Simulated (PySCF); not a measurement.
Ligand exchange on a metal centre used in film growth or etching (Sc Cl-F). Isolated molecules, 0 K electronic values unless said otherwise.

Method: PySCF 2.14.0 with B3LYP-D3(BJ)/def2-TZVP // PBE-D3(BJ)/def2-SVP. B3LYP has the VWN-RPA correlation part, as in Gaussian. 

```
species                                 HOMO (eV)  charge on the central atom (meta-Löwdin) (e)  coordination number  LUMO (eV)  charge on the central atom (Mulliken) (e)
--------------------------------------  ---------  --------------------------------------------  -------------------  ---------  -----------------------------------------
0 of 3 Cl replaced by F                     -8.97                                          1.26                    3      -3.64                                          …
1 of 3 Cl replaced by F ([Sc(Cl)2(F)])      -9.02                                             …                    3      -3.49                                       1.25
2 of 3 Cl replaced by F ([Sc(Cl)(F)2])      -9.00                                          1.48                    …      -3.28                                          …
3 of 3 Cl replaced by F ([Sc(F)3])         -10.92                                          1.57                    …      -3.04                                       1.50
```

Question: Complete the blanks.

Answer: 
- 0 of 3 Cl replaced by F, charge on the central atom (Mulliken) (e): 1.12
- 1 of 3 Cl replaced by F ([Sc(Cl)2(F)]), charge on the central atom (meta-Löwdin) (e): 1.37
- 2 of 3 Cl replaced by F ([Sc(Cl)(F)2]), coordination number: 3
- 2 of 3 Cl replaced by F ([Sc(Cl)(F)2]), charge on the central atom (Mulliken) (e): 1.38
- 3 of 3 Cl replaced by F ([Sc(F)3]), coordination number: 3
